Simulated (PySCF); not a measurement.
H2O3Si.

```xyz
6

Si     0.0000     0.0000    -0.1275
O      0.0000     0.0000    -1.6555
O      0.0000     1.2842     0.8839
O      0.0000    -1.2842     0.8839
H      0.0000     2.1444     0.4433
H      0.0000    -2.1444     0.4433
```

The structure is a stationary point at B3LYP-D3(BJ)/def2-SVP. The values are those of a single conformer.

Method: KT2/pcSseg-2 (PySCF). Non-relativistic, no solvent.

Computed absolute GIAO shielding of each atom: isotropic value and principal components (ppm):
```
atom  σ(iso)    σ11    σ22    σ33   span
----  ------  -----  -----  -----  -----
Si1    370.7  247.5  310.6  553.9  306.5
O2     160.7   51.8  150.7  279.7  227.9
O3     257.5  222.4  231.2  318.9   96.6
O4     257.5  222.4  231.2  318.9   96.6
H5      28.6   21.8   23.3   40.7   19.0
H6      28.6   21.8   23.3   40.7   19.0
```
